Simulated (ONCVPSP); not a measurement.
# H: ONCV pseudisation with PBE, scalar-relativistic reference atom.

* Element: H (Z = 1)
* Generator: ONCVPSP 4.0.1
* Type: optimised norm-conserving Vanderbilt (ONCV)
* Functional: PBE
* Relativity: scalar-relativistic
* Frozen core: none
* Valence charge: 1
* Reference configuration: 1s1
* Partial waves: 1s: rc 1.10 bohr, ncon 4, nbas 7, qcut 4.9 1/bohr, 1 projector; p scattering state at 0.08 Ha: rc 0.95 bohr, ncon 4, nbas 7, qcut 7.4 1/bohr, 2 projectors, debl 1.1 Ha
* Local potential: polynomial inside 0.80 bohr (lpopt 3, dvloc0 0 Ha)
* Core correction: none

All-electron outer shells of the reference configuration (PBE, scalar-relativistic, ld1.x):

```tsv
shell	level (eV)	outermost node (bohr)	outermost maximum (bohr)
1s	-6.49	–	1.03
```

Estimate the cutoffs (Ha) at which the residual kinetic energy of the hardest occupied pseudo-wave falls to 1 and 0.1 mHa per electron.

16 Ha and 82 Ha.

Does the potential have ghost states?

No bound ghost flagged; no localised positive-energy state flagged.
